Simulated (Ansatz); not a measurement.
Two isomers of C2H8SSi2: A = `SC1[SiH2]C[SiH2]1`, B = `C=C[SiH2]S[SiH3]`.

Gas-phase electronic energies from Ansatz, PBE0-D4/def2-TZVP geometries. CBS: MP2 limit from def2 TZ/QZ plus the TZ coupled-cluster correction, frozen cores. Functionals use def2-TZVPP. B3LYP here is the variant with VWN-RPA as its local correlation; programs differ in this. One conformer a species, not always the lowest.

(1) Which isomer does CCSD(T)/CBS put lower? Give the gap. (Estimate.)

(2) Give E(B) − E(A) in kcal/mol with CCSD/def2-TZVPP, B2PLYP, B3LYP-D4, PBE-D4, PBE0-D4, CCSD(T)/def2-TZVPP, r2SCAN-D4. (Estimate.)

Largest T1 diagnostic: 0.012.

Results:

(1) Computed: B, by 18.5 kcal/mol.

(2) The calculation gave: CCSD/def2-TZVPP -18.9, B2PLYP -20.1, B3LYP-D4 -20.7, PBE-D4 -15.8, PBE0-D4 -14.8, CCSD(T)/def2-TZVPP -18.7, r2SCAN-D4 -17.4. None reverses the order clearly.

In def2-TZVPP, CCSD(T) changes the Hartree–Fock value by +7.5 kcal/mol (the triples alone add +0.2 kcal/mol) and MP2 by +9.1 kcal/mol. From PBE to PBE0 (25 % exact exchange), in def2-TZVPP and without D4, E(B) − E(A) moves by +1.1 kcal/mol.
